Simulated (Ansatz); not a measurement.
The same path of BClGeH$_{7}$NSi (12 atoms, charge 0, multiplicity 1) was run twice with different band settings. The coordinate that changes most is the height of N3 over the plane of its neighbours.

All numbers below come from RKS PBE/def2-SVP (Ansatz).

Relaxed end points:

```xyz
12
Properties=species:S:1:pos:R:3
B -0.871 0.767 1.848
Ge -0.534 0.568 -0.151
N 0.779 1.696 -0.861
Si 0.198 -1.739 -0.452
Cl 1.114 -1.743 -2.348
H -1.897 0.327 2.329
H -0.015 1.208 2.591
H -1.778 0.689 -1.075
H 1.179 1.293 -1.720
H 1.560 1.813 -0.201
H -0.903 -2.766 -0.466
H 1.244 -2.170 0.542
```

```xyz
12
Properties=species:S:1:pos:R:3
B -0.864 0.752 1.900
Ge -0.427 0.514 -0.082
N 1.128 1.408 -0.621
Si 0.196 -1.782 -0.499
Cl 1.054 -1.801 -2.418
H -1.896 0.282 2.341
H -0.087 1.291 2.662
H -1.677 0.740 -1.007
H 1.398 1.127 -1.574
H 1.009 2.429 -0.631
H -0.984 -2.714 -0.502
H 1.227 -2.301 0.464
```

Common settings: movable images 5; climbing image yes; spring 5.0 eV/Å²; optimiser quadratic models (default); force threshold 0.05 eV/Å; iteration limit 60; end points relaxed.

| run | start path |
| --- | --- |
| 1 | through a guess of the saddle point |
| 2 | straight line |

Question: What does each run give, and how far can it be trusted?

Answer: Run 1: converged after 20 iterations, highest image 0.106 eV above the first end. A vibrational analysis at the climbing image gives one clearly imaginary mode, 433i cm⁻¹: a first-order saddle point.
Run 2: converged after 7 iterations, highest image 0.106 eV above the first end. Another band between the same ends (5 images) ends at a top of the same energy, where a vibrational analysis finds 1 clearly imaginary mode.
